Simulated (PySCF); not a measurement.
A structure optimised at PBE-D3(BJ)/def2-SVP, used in a PySCF frequency run:

```xyz
4

Au     0.0000     0.0000     0.0245
Cl     0.0000     0.0000    -2.2347
O      0.0000     0.0000     3.0678
C      0.0000     0.0000     1.9180
```

**Question.** Write its SMILES, formula and point group.

**Answer.** [O+]#[C-]->[Au][Cl], CAuClO, C∞v

**Question.** What are its rotational constants (standard atomic weights)?

**Answer.** 1.3590 GHz (linear rotor, B only)
